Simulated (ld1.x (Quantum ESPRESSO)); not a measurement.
**Before and after: TM potential for F (Z = 9)**

F, norm-conserving Troullier–Martins (Kleinman–Bylander form), made with ld1.x (Quantum ESPRESSO) 7.5 (LDA (PZ), scalar-relativistic). Core [He], reference 2s1.75 2p5.25. Waves: 2s (bound): rc 0.60 bohr; 2p (bound): rc 1.40 bohr; 3d channel at 0.4 Ry: rc 1.50 bohr. Local part: the d channel. Core correction: none.

All-electron outer shells of the reference configuration (LDA (PZ), scalar-relativistic, ld1.x):

```tsv
shell	level (eV)	outermost node (bohr)	outermost maximum (bohr)
1s	-659.10	–	0.12
2s	-29.77	0.24	0.77
2p	-11.40	–	0.71
```

Change: all radii scaled by about 0.90 (s 0.54, p 1.26, d 1.34 bohr).

Cutoffs: the cutoffs (Ry, on a coarse ladder) from which the occupation-weighted sum of valence levels, in a spherical-Bessel basis at the reference potential, stays within 10 and 1 mRy of its value at 400 Ry; they do not see the model core or the augmentation charge, which bear on the density cutoff. Errors are all-electron minus pseudo energies relative to the spin-unpolarised reference configuration.

Predict the effect on cutoff, ghosts and configuration errors.

Of the 9 tests that both files solve, the error grows in 1 and shrinks in 5 by more than 15 % and 0.3 meV (median size 22.2 → 16.1 meV); neither file shows a bound ghost.

```csv
quantity,base,changed
"cutoff, loose",160 Ry,230 Ry
"cutoff, tight",260 Ry,over 300 Ry
loose cutoff by channel (10 mRy a level),"s 90 Ry, p 70 Ry","s 200 Ry, p 80 Ry"
bound ghosts,none,none
"error for 2s2 2p5, meV [ΔE -4.59 eV]",+1.8,+1.7
"error for 2s2 2p4, meV [ΔE 14.96 eV]",+43,+28
"error for 2s2 2p3, meV [ΔE 53.48 eV]",+257,+170
"error for 2s2 2p4.5, meV [ΔE 3.04 eV]",+12,+8.5
"error for 2s2 2p5.3, meV [ΔE -7.32 eV]",-0.7,+0.1
"error for 2s1 2p6, meV [ΔE 13.80 eV]",+15,+16
"error for 2s1 2p5, meV [ΔE 33.62 eV]",-27,-13
"error for 2s1.75 2p5.25 (spin-polarised), meV [ΔE -0.39 eV]",+25,+28
"error for 2s2 2p5 (spin-polarised), meV [ΔE -4.97 eV]",+22,+27
```
